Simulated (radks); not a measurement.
Values are calculated unless marked as measured or tabulated.
Question: Excited configurations of O I: one electron is placed in a higher orbital outside [He] 2s2 2p3. The ground configuration is [He] 2s2 2p4. Level of theory: scalar-relativistic Kohn-Sham, PBE, spin-polarised, spherical densities, finite nucleus; open shells are filled with parallel spins first; Fermi nuclear charge, rms radius 2.6991 fm (a radial shooting solver on a logarithmic mesh with Libxc functionals). Excitation = E - E(ground); binding = E(ion) - E, where the ion is the core of charge +1; n* = 1/sqrt(2 binding) in atomic units, and the quantum defect is n - n*.

| outer orbital | excitation (eV) | binding (eV) | n* | quantum defect | eigenvalue (eV) | <r> (bohr) |
|---|---|---|---|---|---|---|
| 3d | 11.998 | 1.673 | 2.852 | 0.148 | -0.793 | 9.690 |
| 5p | 12.692 | 0.978 | 3.729 | 1.271 | -0.630 | 22.36 |
| 5d | 12.953 | 0.717 | 4.355 | 0.645 | -0.456 | 29.36 |
| 6s | 12.905 | 0.766 | 4.215 | 1.785 | -0.518 | 30.07 |

Estimate the row for 3s.

Answer: excitation (eV) 9.030; binding (eV) 4.641; n* 1.712; quantum defect 1.288; eigenvalue (eV) -2.643; <r> (bohr) 4.700. The Delta-SCF ionisation energy is 13.671 eV (NIST Atomic Spectra Database: 13.618 eV, measured). Self-interaction in the functional shifts the binding energies and quantum defects, so they are the method's values and not measured ones. Open shells are spherical and high-spin; term and fine-structure splittings are not resolved.
